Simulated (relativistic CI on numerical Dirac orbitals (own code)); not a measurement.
# Calculated levels, Er III

Computed by Dirac-Coulomb-Breit CI, separate exchange-only KLI orbitals for each configuration, QED by a radiative potential, valence Slater integrals scaled by 0.8 (own radial code, finite nucleus).

Configuration list (outside the closed core [Xe]): 4f¹².

The lowest level is 4f¹² ³H6, with 99 % of that term; Hund's rules for 4f¹² give ³H with J = 6, in agreement.

```tsv
No.	Configuration	Term	J	E (cm⁻¹)	%	Landé g	Lifetime (s)	jj configuration (%)
1	4f¹²	³H	6	0.0	99	1.164		4f7/2^6 (91)
2	4f¹²	³F	4	4861.5	55	1.117	4.06e+04	4f7/2^6 (98)
3	4f¹²	³H	5	6881.1	100	1.032	1.16e-01	4f5/2^5 4f7/2^7 (100)
4	4f¹²	³H	4	10626.9	55	0.972	2.94e-01	4f5/2^5 4f7/2^7 (84)
5	4f¹²	³F	3	12726.2	100	1.082	1.42e-01	4f5/2^5 4f7/2^7 (100)
6	4f¹²	³F	2	13462.5	80	0.738	8.35e+01	4f7/2^6 (48)
7	4f¹²	¹G	4	17432.3	54	0.957	5.78e-02	4f5/2^4 4f7/2^8 (83)
8	4f¹²	¹D	2	25430.5	51	1.102	5.09e-02	4f7/2^6 (50)
9	4f¹²	¹I	6	30252.7	99	1.000	1.08e-01	4f5/2^5 4f7/2^7 (91)
10	4f¹²	³P	0	33024.2	94		5.92e+00	4f7/2^6 (67)
11	4f¹²	³P	1	33874.7	100	1.500	1.43e-01	4f5/2^5 4f7/2^7 (100)
12	4f¹²	³P	2	34705.8	67	1.323	5.34e-02	4f5/2^5 4f7/2^7 (50)
13	4f¹²	¹S	0	67268.7	94		7.80e-03	4f5/2^4 4f7/2^8 (67)
```

Energies count from the lowest computed level; lifetimes are radiative, by E1, M1, E2, M2 decay to levels of this space only. Filled j subshells are mostly left out of the jj labels.

The mean weight of the leading LS term, summed over parents, in these 13 levels is 81 %, and that of the leading jj configuration (from the same eigenvectors) 79 %.

One configuration and one scale for all Slater integrals: terms of lower spin can come out thousands of cm⁻¹ low, and their order can be wrong. 5 of the 33 excited levels that our extract of the measured tables holds in this range could be paired (the sources list more); they are missed by 193 cm⁻¹ on average and 254 at most, and levels without a partner can miss by more. Some levels of the ground configuration have no partner and can miss by 10 % or more.

LS names give the leading component of a level, which can be under half, so a name can repeat, a term be missing and a line seem to break the LS rules.
